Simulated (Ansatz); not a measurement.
All numbers were calculated with Ansatz.

A structure relaxed at PBE0-D4/def2-TZVP, charge 0, multiplicity 1:

| atom | x (Å) | y (Å) | z (Å) |
| --- | --- | --- | --- |
| F1 | 0.515 | 0.803 | 2.430 |
| Al2 | 0.731 | -0.185 | 1.152 |
| Cl3 | 2.069 | -1.754 | 1.125 |
| F4 | -0.867 | -0.641 | 0.454 |
| Al5 | -0.803 | 0.314 | -1.073 |
| F6 | -1.840 | 1.568 | -0.985 |
| Cl7 | -0.593 | -0.889 | -2.734 |
| F8 | 0.788 | 0.784 | -0.368 |

Task: Give its formula and SMILES.

Result: Al2Cl2F4, `[F][Al@-]1([Cl])[F+][Al@@-]([F])([Cl])[F+]1`.

Task: Point group (tolerance 0.08 Å, 0.16 Å for H)?

Result: C2v.

Task: Summarise the bond lengths by kind.

Result: 6 × Al–F 1.630 to 1.803 Å; 2 × Al–Cl 2.062 Å.
